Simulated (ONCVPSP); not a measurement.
**strontium (Sr) ONCV: all-electron and pseudo phase curves**

* Element: Sr (Z = 38)
* Generator: ONCVPSP 4.0.1
* Type: optimised norm-conserving Vanderbilt (ONCV)
* Functional: LDA (Perdew-Wang 92)
* Relativity: scalar-relativistic
* Frozen core: [Ar] 3d10
* Valence charge: 10
* Reference configuration: 4s2 4p6 (charge +2)
* Partial waves: 4s: rc 1.40 bohr, ncon 4, nbas 7, qcut 5.6 1/bohr, 3 projectors, debl 3.9 Ha; 4p: rc 1.45 bohr, ncon 4, nbas 7, qcut 6.2 1/bohr, 1 projector; d scattering state at 0.37 Ha: rc 1.15 bohr, ncon 4, nbas 8, qcut 9.6 1/bohr, 2 projectors, debl 2.7 Ha
* Local potential: polynomial inside 1.05 bohr (lpopt 3, dvloc0 1 Ha)
* Core correction: none

The phase is arctan(r·R′/R) of the radial function R(r), unwrapped; energies in Ha, scanned from -4 to 5 Ha. A pole is an energy at which the radial function vanishes at the test radius. The pseudo phase is shifted by a multiple of π to meet the all-electron one at the reference energy, and phase errors are pseudo minus all-electron; the curves can meet again beyond the range given. Levels narrower than the energy grid can be missing from the lists of poles.

```
channel  radius (bohr)  reference energy (Ha)  poles, all-electron  poles, pseudo  unbroken range about the reference energy with phases within 0.05 rad  phase error 1 Ha above the reference energy (rad)
      s           1.42                  -2.02                 0.84           0.84                                                        the whole range                                             -0.000
      p           1.47                  -1.35                 1.60           1.23                                                              below 1.7                                             -0.006
      d           1.17                   0.37                 none          -2.40                                                             above -1.5                                             +0.001
```

Note: ghosts flagged at negative energy: d at -67.3 eV (a further GHOST(-) flag falls on a real empty level of the atom); GHOST(+) flagged for s at 302.5 eV. A true bound ghost makes a file unfit for plane-wave use.

Phases in the d channel:

```
E (Ha)  all-electron  pseudo
 -3.98         1.282   4.210
 -3.74         1.247   4.176
 -3.50         1.215   4.132
 -3.26         1.183   4.069
 -3.02         1.151   3.961
 -2.78         1.116   3.687
 -2.54         1.079   2.321
 -2.30         1.039   1.367
 -2.06         0.993   1.147
 -1.82         0.941   1.030
 -1.58         0.881   0.937
 -1.34         0.812   0.848
 -1.10         0.729   0.753
 -0.86         0.631   0.647
 -0.62         0.516   0.525
 -0.38         0.379   0.384
 -0.14         0.222   0.224
  0.10         0.048   0.049
  0.34        -0.135  -0.135
  0.58        -0.315  -0.315
  0.82        -0.483  -0.483
  1.06        -0.631  -0.631
  1.30        -0.759  -0.758
  1.54        -0.866  -0.866
  1.78        -0.956  -0.956
  2.02        -1.032  -1.032
  2.26        -1.096  -1.095
  2.50        -1.150  -1.150
  2.74        -1.197  -1.196
  2.98        -1.237  -1.237
  3.22        -1.272  -1.272
  3.46        -1.303  -1.303
  3.70        -1.331  -1.331
  3.94        -1.356  -1.355
  4.18        -1.378  -1.377
  4.42        -1.398  -1.397
  4.66        -1.417  -1.416
  4.90        -1.434  -1.432
```
